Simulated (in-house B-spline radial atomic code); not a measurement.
A radial electron density 4πr²n(r) was computed for an atom or ion in its tabulated ground configuration with a B-spline radial code for spherical atoms; method: Dirac-Kohn-Sham PW91, spherical fractional occupations. Columns: r (bohr), 4πr²n(r) (electrons per bohr), bar.

```
 0.00182   0.8959 #
 0.00217    1.235 #
 0.00258    1.686 ##
 0.00307    2.296 ##
 0.00365    3.102 ###
 0.00433    4.148 ####
 0.00515    5.528 ######
 0.00613    7.304 #######
 0.00729    9.527 ##########
 0.00866    12.24 ############
  0.0103    15.51 ################
  0.0123    19.37 ####################
  0.0146    23.48 ########################
  0.0173    27.69 ############################
  0.0206    31.82 ################################
  0.0245    35.25 ####################################
  0.0291     37.5 ######################################
  0.0346    38.19 #######################################
  0.0412    37.21 ######################################
   0.049    34.95 ###################################
  0.0582    32.42 #################################
  0.0692    30.92 ###############################
  0.0823    31.64 ################################
  0.0979    34.94 ###################################
   0.116    39.57 ########################################
   0.138    43.37 ############################################
   0.165    43.48 ############################################
   0.196    38.75 #######################################
   0.233    30.74 ###############################
   0.277    23.15 #######################
   0.329    19.49 ####################
   0.391    20.37 #####################
   0.465    23.06 #######################
   0.553    23.61 ########################
   0.658    20.12 ####################
   0.782    13.92 ##############
    0.93    7.671 ########
    1.11    3.248 ###
    1.31    1.136 #
    1.56   0.2851 
    1.86   0.0507 
    2.21 0.006229
```

(1) Which atom or ion is it?
A. Ga8+
B. Se9+
C. Cu8+
D. Zn8+

Results:

(1) A. The area under the curve, ∫4πr²n dr = ∫r·4πr²n d(ln r) on this logarithmic grid, is 23 electrons, which only this option has. The configuration is [Ar] 3d5.
